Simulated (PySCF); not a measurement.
Gas-phase reaction: 2 SnH₃F + 4 F + SnO₂ ⇌ 3 SnH₂F₂ + O₂

Energies from PySCF, thermal terms from the rigid-rotor harmonic-oscillator model, ideal gas at 1 bar. † marks an energy on the PBE0/def2-TZVP geometry and frequencies. MP2 freezes the core. Open shells (unrestricted): F (multiplicity 2, electronic degeneracy 6), O₂ (multiplicity 3); the rest are closed-shell singlets. Spin-orbit splitting is ignored; it lowers the true energy and changes the entropy of F. B3LYP is the form with VWN-RPA correlation. Sn: scalar-relativistic def2 core potential, no spin-orbit coupling. SnH₃F, SnO₂, SnH₂F₂: computed as isolated molecules; such fragments, hydroxides, amides, oligomers or adducts are transient or little studied in the gas. MP2 isn't extrapolated to the basis-set limit; its ΔH°(298 K) is -1481.7 kJ in def2-SVP and -1477.3 kJ in def2-TZVPP. The harmonic model lacks anharmonicity and excited electronic states, which grow with temperature; levels with a mode under 35 cm⁻¹ are left out.

| level | ΔE electronic, kJ | ΔH°(298 K), kJ | ΔS°(298 K), J/K | ΔG°(2500 K), kJ |
|---|---|---|---|---|
| B3LYP/def2-TZVP† | -1471 | -1461 | -346 | -573 |
| BLYP/def2-TZVP† | -1480 | -1470 | -346 | -582 |
| M06-2X/def2-TZVP† | -1547 | -1537 | -346 | -649 |
| MP2/def2-SVP† | -1492 | -1482 | -346 | -594 |
| PBE/def2-TZVP† | -1533 | -1523 | -346 | -635 |
| PBE0/def2-QZVP† | -1491 | -1481 | -346 | -593 |
| PBE0/def2-SVP† | -1503 | -1493 | -346 | -605 |
| LDA/def2-TZVP† | -1779 | -1769 | -346 | -881 |
ΔH° is lowest at LDA/def2-TZVP† and highest at B3LYP/def2-TZVP†. No reference value is set beside these.
